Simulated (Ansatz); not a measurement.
A structure relaxed at PBE0-D4/def2-TZVP, charge 0, multiplicity 1:

| atom | x (Å) | y (Å) | z (Å) |
| --- | --- | --- | --- |
| C1 | 0.519 | 1.080 | -1.070 |
| C2 | 0.353 | 0.857 | 0.381 |
| F3 | 0.770 | 1.903 | 1.104 |
| C4 | -0.132 | -0.190 | 1.033 |
| C5 | -0.631 | -1.417 | 0.355 |
| F6 | -1.061 | -2.302 | 1.259 |
| F7 | -1.656 | -1.176 | -0.482 |
| F8 | 0.313 | -2.031 | -0.382 |
| H9 | 1.573 | 1.267 | -1.291 |
| H10 | 0.178 | 0.226 | -1.650 |
| H11 | -0.044 | 1.967 | -1.370 |
| H12 | -0.182 | -0.183 | 2.113 |

Question: Give its formula and SMILES.

Answer: C4H4F4, `C/C(F)=C\C(F)(F)F`.

Question: Point group (tolerance 0.08 Å, 0.16 Å for H)?

Answer: Cs.

Question: Summarise the bond lengths by kind.

Answer: 3 × C–C 1.325 to 1.488 Å; 4 × C–H 1.081 to 1.093 Å; 4 × C–F 1.337 to 1.345 Å.

Results of the Gaussian-basis code of Ansatz.
